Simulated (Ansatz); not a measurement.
The cluster Be₃Se₃. The state is a singlet with charge 0. Geometry PBE0-D4/def2-SVP, basis def2-TZVP, Ansatz.

```xyz
6

Be   -0.159   -0.879   -1.093
Be   -0.069    0.436    0.745
Be    1.339    0.548   -1.017
Se   -2.051   -0.151   -0.149
Se   -0.582   -1.747    0.927
Se    1.522    1.794    0.587
```

```
run  HOMO (eV)  LUMO (eV)
  A      -6.58      -2.67
  B      -5.67      -3.32
  C      -5.46      -3.49
  D      -6.03      -3.04
  E      -6.44      -2.78
```

Another isomer (singlet) lies 3.24 eV lower at PBE0-D4/def2-TZVP; other spin states weren't run for this one.

Q: The runs used PBE, PBE0, r2SCAN, r2SCAN0, r2SCANh. Estimate which is which.

A: A r2SCAN0 (25 % exact exchange); B r2SCAN (0 % exact exchange); C PBE (0 % exact exchange); D r2SCANh (10 % exact exchange); E PBE0 (25 % exact exchange). Exact exchange lowers occupied and raises empty levels; among semilocal functionals meta-GGAs tend to open the gap a little, and such runs are hard to tell apart. The gap grows from 1.97 eV (PBE) to 3.90 eV (r2SCAN0).
